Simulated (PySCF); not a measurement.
CH3Mg, SMILES [CH3][Mg+], charge +1. Heavy atoms are numbered as in [Mg+:1][CH3:2]. Hydrogens are named by the atom that carries them.

Geometry optimised at PBE0-D3(BJ)/def2-TZVP. The spin state was assumed, not searched. The isomer is the one that the SMILES or the coordinates give; other isomers of the formula were not compared.

Computed with CAM-B3LYP/def2-TZVPD (PySCF).

Mulliken values depend strongly on the basis, most of all with diffuse functions as here. ESP charges are fitted to the potential on shells at 1.4 to 2.0 van der Waals radii. Atomic charges (e), one atom of each kind:

| atom | ESP fit | IAO | Mulliken |
|---|---|---|---|
| Mg1 | ___ | 1.30 | 0.93 |
| C2 (CH3) | ___ | -0.84 | -1.09 |
| H on C2 | ___ | 0.18 | 0.39 |

### Question
Some entries are withheld; supply them. (Estimate from the structure and the level; the computed values follow.)

### Answer

- Mg1, ESP fit: 1.33
- C2 (CH3), ESP fit: -1.75
- H on C2, ESP fit: 0.48
